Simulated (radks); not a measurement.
Q: The iridium ion Ir34+, 43 electrons, occupied as [Kr] 4d7. Method: scalar-relativistic Kohn-Sham, SCAN, spin-polarised, spherical densities, finite nucleus; open shells are filled with parallel spins first (spin-orbit coupling, left out, can overturn this in heavy ions); meta-GGA in the generalised Kohn-Sham scheme; Fermi nuclear charge, rms radius 5.4032 fm; computed with a radial shooting solver on a logarithmic mesh with Libxc functionals. Some entries of the table are withheld. Estimate them.

orbital,occ.,eigenvalue (eV),<r^2> (bohr^2),<r> (bohr)
1s up,1,-77553.12,0.0004197,0.01744
1s down,1,-77552.91,0.0004197,0.01744
2s up,1,-14722.18,0.006414,0.07359
2s down,1,-14719.78,0.006414,0.07359
2p up,3,-12966.19,0.005365,0.06624
2p down,3,-12963.78,0.005365,0.06624
3s up,1,-4485.801,0.04086,0.1891
3s down,1,-4484.177,0.04083,0.1890
3p up,3,-3968.145,0.04167,0.1897
3p down,3,-3966.226,0.04163,0.1896
3d up,5,-3404.229,0.03442,0.1717
3d down,5,-3401.335,0.03440,0.1717
4s up,1,-1890.957,0.1736,0.3931
4s down,1,-1880.719,0.1739,0.3935
4p up,3,-1703.916,0.1879,0.4078
4p down,3,-1693.943,0.1884,0.4083
4d up,5,-1483.135,0.1925,(1)
4d down,2,-1473.270,0.1930,(2)

A: 
(1) 4d up <r> (bohr): 0.4105
(2) 4d down <r> (bohr): 0.4110
